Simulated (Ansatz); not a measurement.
CH5AlOSiTe can be A, `C1[SiH2][O][AlH][Te]1`, or B, `O[C]1([SiH3])[AlH][Te]1`.

Calculated with Ansatz (gas phase, PBE0-D4/def2-TZVP geometries, no zero-point term in ΔE). CBS: MP2 limit from def2 TZ/QZ plus the TZ coupled-cluster correction, frozen cores. DFT in def2-TZVPP. Elements past krypton have def2 core potentials. For Te outer-core shells are correlated without core-valence functions, which leaves a few kJ/mol of doubt a bond. One conformer a species, not always the lowest.

(1) Which isomer does CCSD(T)/CBS put lower? Give the gap. (Best estimate.)

(2) Give E(B) − E(A) in kcal/mol with CCSD(T)/def2-TZVPP, B2PLYP, MP2/def2-TZVPP, PBE0-D4, PBE-D4, HF/def2-TZVPP, ωB97M-V. (Best estimate.)

Largest T1 diagnostic: 0.015.

Results:

(1) Computed: A, by 104.2 kcal/mol.

(2) Ansatz gave: CCSD(T)/def2-TZVPP 104.0, B2PLYP 103.1, MP2/def2-TZVPP 105.9, PBE0-D4 99.5, PBE-D4 93.0, HF/def2-TZVPP 113.4, ωB97M-V 105.1. None reverses the order clearly.

From PBE to PBE0 (25 % exact exchange), in def2-TZVPP and without D4, E(B) − E(A) moves by +6.6 kcal/mol. In def2-TZVPP, CCSD(T) changes the Hartree–Fock value by −9.4 kcal/mol (the triples alone add −3.1 kcal/mol) and MP2 by −7.5 kcal/mol.
